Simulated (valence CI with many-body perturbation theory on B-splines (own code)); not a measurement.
Values are calculated unless marked as measured or tabulated.
# Run record, Yb³⁰⁺

Level of theory: relativistic CI+MBPT: four valence electrons over a frozen Dirac-Fock core [Kr], a basis of 6 s, 6 p, 5 d, 5 f, 1 g functions for each j, with the one-electron correlation potential Σ1 (screened to all orders), the two-electron term Σ2, the three-electron term Σ3, Breit, model QED; selected single and double excitations, second order for the rest, scaled by the run's own slope (own B-spline code, finite nucleus).

Command, and the settings that its task file holds:

```sh
python run_cv.py task.json out
```

```
atom Yb  Z=70  mass_number=174  rms_radius_fm=5.3108
core [Kr]
valence 4d4
avg = 1
basis = S
breit = 1
cap = 10000
capref = 1200
cscale = 1
de = 0.0
dress = 0
ecut = 64.22
eps = 2e-08
extrap = 1
h = 0.27
hh = 1
l2 = 3
lcore = 6
maxit = 60
n2 = 5
natural = 1
nlev = 20
nno = [3, 3, 3, 3, 1]
nroot = 26
nsp = [3, 3, 2, 2, 0]
pt2 = 1
qed = 1
rpa = 1
s1 = 1
s2 = 1
s3 = 1
screen = 1
tol = 2e-05
whole = 1
```

It took 24 s on 1 thread of Intel(R) Xeon(R) Platinum 8488C (Sapphire Rapids), on a shared host.

Log. The first blocks belong to the next ion, which gives the ionisation energy. Fields: 2J, parity (1 odd), roots, reference size, generating configurations, candidates as configurations/state functions, variational space P, stored matrix elements, Davidson steps; e2 is the range of second-order energies in hartree. The first line gives the box (bohr), its intervals, the orbitals and the steps of their self-consistent field. Window is the range of levels sought, series limit the energy at which the first omitted orbital would enter, core excitation an estimate of the first excitation out of the core, left out the lowest levels not solved, and shifts from estimates the range by which levels moved from their first estimate, all in cm⁻¹.

```
rmax 4.8 intervals 59 orbitals 40 references ['4d4', '4d3 4f', '4d3 5s', '4d2 4f2', '4d3 5p'] scf 5 t 0.9
2J=3 par=0 roots 2 ref 38 generators 5 cand 1144/2800 P 420/1000 nnz 0 it 0
2J=3 par=0 roots 2 ref 38 generators 9 cand 1382/3308 P 712/1781 nnz 0 it 4
   second order: generators 11 cand 1716/3967 e2 -0.00001 -0.00000
2J=5 par=0 roots 2 ref 44 generators 4 cand 1151/3290 P 323/998 nnz 0 it 0
2J=5 par=0 roots 2 ref 44 generators 6 cand 1515/4113 P 704/2097 nnz 0 it 5
   second order: generators 10 cand 1464/3956 e2 -0.00001 -0.00000
reference levels 735, estimated 32, window 321254 1/cm; series limit 5143570, core excitation 1136576
2J=0 par=0 roots 4 ref 28 generators 7 cand 2710/6277 P 1110/2108 nnz 0 it 5
2J=0 par=0 roots 4 ref 28 generators 11 cand 2482/5778 P 1403/3002 nnz 1.1e+06 it 6
   second order: generators 17 cand 3713/8270 e2 -0.00002 -0.00001
2J=2 par=0 roots 4 ref 51 generators 8 cand 3170/18949 P 731/3567 nnz 3e+06 it 5
2J=2 par=0 roots 4 ref 51 generators 10 cand 2944/17931 P 1181/6162 nnz 6.4e+06 it 5
   second order: generators 11 cand 3132/18943 e2 -0.00002 -0.00001
2J=4 par=0 roots 6 ref 88 generators 10 cand 3368/29035 P 538/3620 nnz 3e+06 it 5
2J=4 par=0 roots 6 ref 88 generators 11 cand 3195/28001 P 1273/8912 nnz 1.3e+07 it 6
   second order: generators 16 cand 3800/35083 e2 -0.00003 -0.00002
2J=8 par=0 roots 6 ref 91 generators 8 cand 3327/32379 P 492/3611 nnz 3.1e+06 it 4
2J=8 par=0 roots 6 ref 91 generators 11 cand 3190/31352 P 1199/8622 nnz 1.3e+07 it 7
   second order: generators 17 cand 3835/42784 e2 -0.00004 -0.00002
2J=6 par=0 roots 5 ref 85 generators 8 cand 3359/33115 P 452/3604 nnz 3.2e+06 it 4
2J=6 par=0 roots 5 ref 85 generators 10 cand 3225/32095 P 1131/8754 nnz 1.4e+07 it 5
   second order: generators 15 cand 3898/42288 e2 -0.00004 -0.00002
2J=10 par=0 roots 2 ref 67 generators 5 cand 2818/25546 P 548/3593 nnz 3.3e+06 it 4
2J=10 par=0 roots 2 ref 67 generators 8 cand 3009/26113 P 872/5549 nnz 6.8e+06 it 4
   second order: generators 11 cand 3377/32695 e2 -0.00003 -0.00003
2J=12 par=0 roots 2 ref 55 generators 4 cand 2493/19110 P 759/3465 nnz 3e+06 it 4
2J=12 par=0 roots 2 ref 55 generators 8 cand 2590/19258 P 880/4066 nnz 3.6e+06 it 4
   second order: generators 11 cand 3809/31802 e2 -0.00003 -0.00003
left out: unestimated 470200, estimated 389462, shifts from estimates -81 to 0
operators 2.5
```

The Davidson iterations converged. The settings are bad on purpose, so the numbers may not be properties of the ion.

The last digits are not significant, and no measured levels were compared; by estimate large intervals hold to a few tenths of a per cent, small ones and those within an open d or f shell to about a per cent. Only levels of the ground parity were solved; by the run's estimate the other parity begins above the list, which can be wrong where configurations are misplaced.

```yaml
Valence_energy: -183.844 hartree
Ionisation_energy: "1176.2 eV (NIST: 1175 ± 4 eV (theoretical))"
Reference_configurations_for_the_orbitals: 4d4, 4d3 4f, 4d3 5s, 4d2 4f2, 4d3 5p
Radial_orbitals: 40
Box_radius: 4.817 bohr
Largest_variational_space: 8912
Lowest_levels: (4d3/2^4) J=0 0.000, (4d3/2^3 4d5/2) J=1 9.859, (4d3/2^3 4d5/2) J=2 14.108, (4d3/2^3 4d5/2) J=4 14.392, (4d3/2^3 4d5/2) J=3 15.554, (4d3/2^2 4d5/2^2) J=0 23.111, (4d3/2^2 4d5/2^2) J=2 [a] 24.093, (4d3/2^2 4d5/2^2) J=4 [a] 24.119, (4d3/2^2 4d5/2^2) J=3 [a] 24.706, (4d3/2^2 4d5/2^2) J=5 26.430, (4d3/2^2 4d5/2^2) J=1 27.375, (4d3/2^2 4d5/2^2) J=6 27.673, (4d3/2^2 4d5/2^2) J=4 [b] 29.134, (4d3/2^2 4d5/2^2) J=3 [b] 29.161 eV
```

Levels are named by their leading jj configuration (3d3/2^4 stands for four electrons in 3d with j = 3/2), which in mixed levels can hold well under half, so a name can repeat and another be missing. Letters in brackets count levels of one name in rising energy.
